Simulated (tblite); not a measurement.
C6H7NO2Si.
Atom-mapped SMILES: `[N:1]#[C:2][CH2:3][C@@H:4]([SiH3:5])[C:6](=[C:7]=[O:8])[CH:9]=[O:10]` (hydrogens: H11, H12 on C3; H13 on C4; H14, H15, H16 on Si5; H17 on C9)

Geometry (GFN2-xTB, Å), atoms numbered from 1 in this order:
```
atom  x, y, z in Å
N1    -1.2348   -2.2415    1.2959
C2    -1.2518   -1.5580    0.3799
C3    -1.2194   -0.7119   -0.7843
C4    -0.1228    0.3554   -0.6498
Si5   -0.6530    1.7018    0.6395
C6     1.1898   -0.2964   -0.2525
C7     1.8085   -1.0121   -1.1566
O8     2.2941   -1.5958   -2.0285
C9     1.6166   -0.1042    1.0990
O10    1.0314    0.6437    1.8567
H11   -1.0525   -1.3516   -1.6595
H12   -2.1919   -0.2249   -0.8955
H13   -0.0052    0.8334   -1.6251
H14   -1.3705    1.1553    1.7787
H15    0.3612    2.7389    0.7599
H16   -1.7149    2.3334   -0.1934
H17    2.5083   -0.6535    1.4258
```

Calculated harmonic vibrations of the isolated species, GFN2-xTB (tblite), most abundant isotopes, no scaling. The method is semi-empirical: single wavenumbers can be off by several per cent or more. Modes of hydrogen on silicon can be 10 to 20 % off. One conformer, not necessarily the lowest.

Harmonic wavenumbers (cm⁻¹): 33.1, 58.3, 100.2, 106.4, 166.3, 187.0, 248.9, 252.9, 338.2, 366.0, 386.0, 422.7, 492.0, 536.0, 569.9, 580.2, 582.7, 641.8, 681.9, 730.7, 836.5, 886.2, 896.5, 933.4, 937.3, 965.6, 1062.7, 1126.7, 1176.7, 1210.3, 1223.1, 1309.4, 1315.0, 1425.7, 1431.2, 1668.0, 2061.2, 2242.5, 2324.1, 2362.1, 2413.5, 2873.7, 2919.8, 2954.5, 2965.6.

A = 1378, B = 1000, C = 839.5 MHz; mass 153.025 u (most abundant isotopes); point group C1, symmetry number 1.

Question: What is the zero-point energy?

Answer: Half the sum of the wavenumbers: 24501 cm⁻¹ = 70.05 kcal/mol.

Question: Entropy at 400 K, 1 bar (ideal gas, RRHO, classical rotation)?

Answer: Translation 42.47, rotation 30.88, vibration 45.51: S = 118.9 cal/(mol K).

Question: And Cp and H(400 K) − H(0)?

Answer: Cp = 50.96 cal/(mol K), of which vibrations give 43.01 (their classical limit is 45 R = 89.4); H(400 K) − H(0) = 12.40 kcal/mol without the zero-point energy, 9.22 from vibrations.

Question: Blend soft modes into free rotors: weight 1/[1 + (100 cm⁻¹/ν̃)⁴] for the oscillator and the rest for a rotor with moment μB/(μ + B), μ = h/(8π²ν), B = 10⁻⁴⁴ kg m². What vibrational entropy results?

Answer: 41.44 cal/(mol K) in place of 45.51, which changes −T·S at 400 K by +1.63 kcal/mol.

Question: What must be added to the electronic energy to get the Gibbs energy at 400 K and 1 bar?

Answer: ZPE + [H(400 K) − H(0)] − T·S = 70.05 + 12.40 − 47.55 = 34.90 kcal/mol.

Hindered rotation and anharmonicity are outside this model. Other conformers, if any are populated, would add a mixing term that is left out. The structure is chiral; the term R ln 2 for an equal mix with its mirror image is left out.
